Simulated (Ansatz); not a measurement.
Computed with Ansatz on PBE0-D4/def2-TZVP structures; ΔE is electronic, products minus reactants. CBS: MP2 limit from def2 TZ/QZ plus the TZ coupled-cluster correction, frozen cores. This one scheme is used for every species. Functionals use def2-TZVPP. One conformer a species, not always the lowest.

`[CH3][AlH][C](=N)O` + H₂ → `N=[C](O)[AlH2]` + CH₄  (hydrogenolysis of the Al–C bond)

`[CH3][AlH][C](=N)O`:

Z-matrix (Å, degrees):
```
C
Al 1 1.947
H 1 1.092 2 112.5
H 1 1.096 2 111.2 3 -120.8
H 1 1.096 2 111.2 3 120.7
C 2 1.993 1 114.5 3 179.4
H 2 1.584 1 124.2 3 -0.7
O 6 1.351 2 116.8 1 -179.8
N 6 1.272 2 125.3 1 0.2
H 8 0.972 6 106.6 2 -180.0
H 9 1.016 6 111.5 2 -0.0
```

H₂:

```xyz
2

H     0.019   -0.269   -0.258
H    -0.019    0.269    0.258
```

`N=[C](O)[AlH2]`:

Z-matrix (Å, degrees):
```
C
O 1 1.350
Al 1 1.987 2 117.1
N 1 1.271 2 118.4 3 180.0
H 2 0.972 1 106.8 3 -180.0
H 3 1.581 1 123.4 2 -0.1
H 3 1.585 1 113.2 2 179.9
H 4 1.016 1 111.6 2 180.0
```

CH₄:

Cartesian coordinates in Å:
```
C 0.000 0.000 0.000
H 0.974 -0.367 0.322
H 0.114 0.578 -0.917
H -0.425 0.634 0.778
H -0.664 -0.845 -0.183
```

```csv
level,ΔE (kcal/mol),difference from CCSD(T)/CBS
r2SCAN-D4,-4.4,0.6
PBE,-5.4,-0.4
r2SCAN,-4.7,0.3
HF/def2-TZVPP,-11.2,-6.2
MP2/def2-TZVPP,-4.5,0.5
HF/def2-QZVPP,-11.2,-6.2
MP2/def2-QZVPP,-4.1,0.9
SCS-MP2/def2-QZVPP,-5.7,-0.7
MP2/CBS(def2),-3.8,1.2
CCSD/CBS(def2),-6.0,-1.0
CCSD(T)/CBS,-5.0,0
```

Largest T1 diagnostic among the species: 0.015.

The D4 term adds +1.5 kcal/mol with B3LYP and +0.9 kcal/mol with PBE0; it sums over pairs of atoms, weighted by their polarisabilities, and B3LYP, whose exchange is more repulsive, gets the larger term. From PBE to PBE0 (25 % exact exchange), in def2-TZVPP and without D4, ΔE moves by −0.8 kcal/mol.

B3LYP here is the variant with VWN-RPA as its local correlation; programs differ in this.
